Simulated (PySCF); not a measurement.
C2H5FOSi, SMILES C=C[SiH](O)F. Atoms are numbered in the order given.

```xyz
10

Si     0.2379    -0.1777    -0.5892
O      1.7391     0.5091    -0.6346
F      0.2639    -1.5218     0.3295
C     -1.0245     0.9323     0.1948
C     -1.7067     0.5694     1.2882
H     -0.0581    -0.5778    -1.9827
H      2.0423     0.9410     0.1697
H     -1.2183     1.9210    -0.2421
H     -2.4474     1.2250     1.7599
H     -1.5499    -0.4081     1.7572
```
Charge 0, spin multiplicity 1.

Coordinates come from a PBE0-D3(BJ)/def2-SVP optimisation. This is a generated structure with no PubChem entry under its InChIKey; it may be hypothetical. The values are those of a single conformer.

Two levels are set side by side: PBE/pcSseg-1 (PySCF) and B3LYP/pcSseg-1 (PySCF). GIAO shifts against CFCl3 (¹⁹F), H2O (¹⁷O), TMS (²⁹Si), TMS (¹H), TMS (¹³C) at the same level; non-relativistic, no solvent, atoms listed together averaged. Differences are taken from unrounded values.

```json
[
 {"quantity": "δ(²⁹Si) of Si1 (ppm)", "B3LYP": "-27.3"},
 {"quantity": "δ(¹⁷O) of O2 (ppm)", "B3LYP": "69.4"},
 {"quantity": "δ(¹⁹F) of F3 (ppm)", "B3LYP": "-175.6"},
 {"quantity": "δ(¹³C) of C4 (ppm)", "B3LYP": "141.6"},
 {"quantity": "δ(¹³C) of C5 (ppm)", "B3LYP": "150.2"},
 {"quantity": "δ(¹H) of H6 (ppm)", "B3LYP": "4.98"},
 {"quantity": "δ(¹H) of H7 (ppm)", "B3LYP": "2.30"},
 {"quantity": "δ(¹H) of H8 (ppm)", "B3LYP": "6.22"},
 {"quantity": "δ(¹H) of H9, H10 (ppm)", "B3LYP": "6.65"}
]
```

Question: What does PBE give, and how far is it from B3LYP? (The exact figures need the calculation; the answer reports its results.)

Answer: 
```
quantity                   PBE  PBE minus B3LYP
----------------------  ------  ---------------
δ(²⁹Si) of Si1 (ppm)     -21.0              6.3
δ(¹⁷O) of O2 (ppm)        77.3              7.9
δ(¹⁹F) of F3 (ppm)      -189.9            -14.3
δ(¹³C) of C4 (ppm)       140.7             -0.9
δ(¹³C) of C5 (ppm)       148.0             -2.2
δ(¹H) of H6 (ppm)         5.27             0.28
δ(¹H) of H7 (ppm)         2.29            -0.01
δ(¹H) of H8 (ppm)         6.35             0.13
δ(¹H) of H9, H10 (ppm)    6.70             0.05
```

Rough cost on one machine, each run with all the roots and properties that it gave: B3LYP against PBE within a factor of 2.
